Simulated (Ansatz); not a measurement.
`CBO[SiH](O)F` + `BS` → `BSBC` + `O[SiH](O)F`  (ligand exchange at a B–O bond)

Program: Ansatz. Geometries: PBE0-D4/def2-TZVP. ΔE: electronic, gas phase. CCSD(T)/CBS is the MP2 limit (def2-TZVPP, def2-QZVPP) plus CCSD(T) − MP2 in def2-TZVPP, frozen cores. This one scheme is used for every species. Functionals use def2-TZVPP. B3LYP here is the variant with VWN-RPA as its local correlation; programs differ in this. Each species was taken in one conformer, which may not be the lowest.

```csv
level,ΔE (kJ/mol),difference from CCSD(T)/CBS
PBE-D4,64.5,-2.9
r2SCAN-D4,69.0,1.6
PBE0-D4,65.1,-2.3
B3LYP-D4,74.7,7.3
ωB97X-V,70.8,3.4
ωB97M-V,72.3,4.9
B2PLYP,72.8,5.4
PBE,65.1,-2.3
r2SCAN,68.8,1.4
PBE0,65.5,-1.9
B3LYP,76.0,8.6
HF/def2-TZVPP,81.5,14.1
MP2/def2-TZVPP,64.6,-2.8
SCS-MP2/def2-TZVPP,69.6,2.2
CCSD/def2-TZVPP,73.1,5.7
CCSD(T)/def2-TZVPP,70.9,3.5
HF/def2-QZVPP,82.6,15.2
MP2/def2-QZVPP,62.9,-4.5
SCS-MP2/def2-QZVPP,67.9,0.5
HF/CBS(def2),82.7,15.3
MP2/CBS(def2),61.1,-6.3
CCSD/CBS(def2),69.5,2.1
CCSD(T)/CBS,67.4,0
```

Largest T1 diagnostic among the species: 0.015.

In def2-TZVPP, CCSD(T) changes the Hartree–Fock value by −10.6 kJ/mol (the triples alone add −2.1 kJ/mol) and MP2 by −16.9 kJ/mol.
